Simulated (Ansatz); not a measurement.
```xyz
15

C    -1.0693    0.3682   -1.5470
B     0.1857    0.4683   -0.5993
N     0.7759    1.7129   -0.3529
C     0.7666   -0.8150    0.1073
Si   -0.0581   -1.1021    1.7647
H    -1.4585    1.3349   -1.8773
H    -1.8871   -0.1760   -1.0634
H    -0.8159   -0.2099   -2.4431
H     1.5774    1.8404    0.2410
H     0.4266    2.5690   -0.7475
H     0.5942   -1.7137   -0.4937
H     1.8434   -0.7427    0.2972
H    -1.5392   -1.1597    1.6209
H     0.3905   -2.3791    2.3867
H     0.2679    0.0045    2.7066
```

Charge 0, multiplicity 1.

Task: List the ωB97M-V/def2-TZVPP orbital energies in eV (the Gaussian-basis code of Ansatz). (An estimate is asked.)

Result: Ansatz gave: Occupied: -1806.57, -394.34, -280.48, -280.35, -187.26, -147.65, -101.76, -101.76, -101.75, -26.88, -22.40, -21.58, -17.11, -16.63, -16.55, -14.46, -13.53, -13.23, -12.57, -11.80, -11.52, -11.38, -10.74, -10.28. Lowest empty: 1.90, 2.55, 2.92, 3.07, 3.20, 3.27, 3.59, 3.95.
